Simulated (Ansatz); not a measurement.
# A geometry optimisation of BH3SiSnZn with r2SCAN-D4/def2-SVP

The starting geometry of this gas-phase singlet was optimised with GFN2-xTB.

```xyz
7

B     1.3589   -0.2320   -0.5068
Si    1.3066    1.5417   -1.2771
Sn    0.9720    2.8737    0.7159
Zn    1.0492    0.5504    1.6260
H     0.3815   -0.8878   -0.4672
H     2.3912   -0.7279   -0.2318
H     1.4561    1.7837   -2.7101
```

**Question.** Where would you expect an optimisation with r2SCAN-D4/def2-SVP to take it?

**Answer.** New bonds form, giving a structure with H5 bridging B1 and Zn4, given below by its coordinates. Contacts that close: Si2–Zn4 (3.08 → 2.50 Å), Zn4–H5 (2.63 → 1.83 Å).

The energy falls by 0.75 eV over 21 steps:

```
step  E − E(last) (eV)
   1             0.746
   3             0.593
   5             0.590
   8             0.503
  10             0.175
  12             0.080
  14             0.036
  17             0.001
  19             0.000
  21             0.000
```

Final geometry (Å):

```tsv
atom	x (Å)	y (Å)	z (Å)
B	1.4940	-0.3538	-0.5729
Si	1.4085	1.5333	-1.0185
Sn	0.4599	3.2457	0.6729
Zn	0.5900	0.7485	1.2145
H	1.1116	-0.8633	0.5204
H	1.9146	-1.2421	-1.2762
H	1.9368	1.8336	-2.3914
```

The end wasn't checked by frequencies. Atoms past krypton carry core potentials, without spin–orbit terms. Run with Ansatz 0.2.0, 82 s on 2 threads of Arm Neoverse V2, with other jobs on the host.
